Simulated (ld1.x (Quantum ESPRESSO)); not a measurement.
## Varying the TM potential for potassium

Base potential:

```
Element                 : potassium
Generator               : ld1.x (Quantum ESPRESSO) 7.5
Type                    : norm-conserving Troullier–Martins (Kleinman–Bylander form)
Functional              : PBE
Relativity              : scalar-relativistic
Frozen core             : [Ne]
Valence charge          : 9
Reference configuration : 3s2 3p6 4s1 4p0
Partial waves           : 3s (bound): rc 1.25 bohr; 3d channel at 0.45 Ry: rc 1.00 bohr; 4f channel at -0.05 Ry: rc 1.00 bohr; 3p (bound): rc 1.30 bohr
Local potential         : the p channel
Core correction         : none
```

Occupied shells without a wave of their own: 4s. They enter only through the test configuration that unscreens the potential.

Cutoffs, loose and tight: the cutoffs (Ry, on a coarse ladder) from which the occupation-weighted sum of valence levels, in a spherical-Bessel basis at the reference potential, stays within 10 and 1 mRy of its value at 400 Ry. They do not see the model core or the augmentation charge, which bear on the density cutoff. Test errors are all-electron minus pseudo excitation energies from the reference, over the configurations 3s2 3p6 4s0 4p0; 3s2 3p6 4s0.5 4p0; 3s2 3p6 4s0 4p1; 3s1 3p6 4s1 4p0; 3s2 3p5 4s1 4p0. A dash means not determined; rows that change the core or the reference have their own tests.

A true bound ghost makes a file unfit for plane-wave use even where its test errors are small: the radial tests pick states by their node count and pass the ghost by.

Cutoffs are not given where the Bessel-basis levels miss the radial ones by over 6 mRy, ghosts where they miss by over 20 mRy; a channel whose overlap is not positive is not tested.

| change | outcome | cutoff, loose | cutoff, tight | bound ghosts | largest test error (meV) |
| --- | --- | --- | --- | --- | --- |
| base | generated | 70 Ry | 110 Ry | none | -18 |
| functional PBEsol | generated | 70 Ry | 110 Ry | none | -18 |
| wave 4f channel at -0.05 Ry: rc 1.00 bohr becomes 4f channel at -0.05 Ry: rc 1.02 bohr | generated | 70 Ry | 110 Ry | none | -18 |
| wave 3d channel at 0.45 Ry: rc 1.00 bohr becomes 3d channel at 0.45 Ry: rc 0.78 bohr | generated | 70 Ry | 110 Ry | none | -18 |
| wave 3p (bound): rc 1.30 bohr becomes 3p (bound): rc 1.52 bohr | generated | 70 Ry | 100 Ry | none | -23 |
| type ultrasoft; waves now 3s (bound): rc 1.25 bohr; 4s (bound): rc 1.25 bohr; 3p (bound): rc 1.30 bohr; 4p (bound): rc 1.30 bohr; 3d channel at 0.45 Ry: rcut 0.85, rcutus 1.00 bohr; 3d channel at 2.4 Ry: rcut 0.85, rcutus 1.00 bohr; 4f channel at -0.05 Ry: rcut 0.85, rcutus 1.00 bohr; 4f channel at 0.6 Ry: rcut 0.85, rcutus 1.00 bohr; local potential all-electron potential smoothed inside 0.75 bohr (lloc = -1); augmentation PSQ, radius 0.70 bohr | generated | – | – | not determined | -3.0 |
| wave 3s (bound): rc 1.25 bohr becomes 3s (bound): rc 1.08 bohr | generated | 80 Ry | 110 Ry | none | -15 |
| wave 3d channel at 0.45 Ry: rc 1.00 bohr becomes 3d channel at 1 Ry: rc 1.00 bohr | generated | 70 Ry | 110 Ry | none | -18 |

What comes out with this change to the base: core [Ar], valence charge 1; reference 4s0.5 4p0.5; waves now 4s (bound): rc 3.60 bohr; 4p (bound): rc 2.95 bohr; 3d channel at 0.45 Ry: rc 3.90 bohr; 4f channel at -0.05 Ry: rc 3.25 bohr; local potential all-electron potential smoothed inside 3.20 bohr (lloc = -2); core correction a·sin(br)/r model core inside 2.45 bohr?

outcome: generated; cutoff, loose: 8 Ry; cutoff, tight: 15 Ry; bound ghosts: p; largest test error (meV): -0.2.
